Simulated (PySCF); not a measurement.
## Hg (mercury, neutral) across methods

[Xe] 4f14 5d9 6s2 7s1, high-spin 3D determinant (an excited configuration). All numbers are calculated (PySCF 2.14, scalar relativity through the core potential, in aug-cc-pwCVDZ-PP with ECP60MDF). The B2PLYP total includes its PT2 part (frozen core); its orbital energies are those of the SCF part.

```
 method  E (hartree)  mean ε 6s α (eV)  mean ε 6s β (eV)  mean ε 7s α (eV)  Σ⟨r²⟩ (bohr²)   ⟨S²⟩
    PBE    -153.0839           -11.958           -11.586            -1.737          102.1  2.000
  HSE06    -153.0422           -12.479           -12.073            -1.737          102.6  2.001
   PBE0    -153.0436           -12.848           -12.420            -2.013          102.5  2.001
    LDA    -152.8184           -12.286           -11.949            -1.693          100.5  2.000
r2SCANh    -153.0856           -12.493           -12.181            -1.797          102.0  2.002
 r2SCAN    -153.1084           -12.136           -11.854            -1.694          102.0  2.002
    UHF   -152.12217           -14.564           -13.885            -2.525          104.2  2.002
 B2PLYP    -152.8417           -13.501           -13.044            -2.078          102.6  2.001
   BLYP    -153.0353           -11.832           -11.549            -1.512          101.5  2.000
```

Energies and moments cover only the electrons outside the core potential. Spin-orbit coupling, absent here, splits the open shell strongly. The outer electron is Rydberg-like, and this basis confines it to a smaller radius and binds it less than a complete one would.
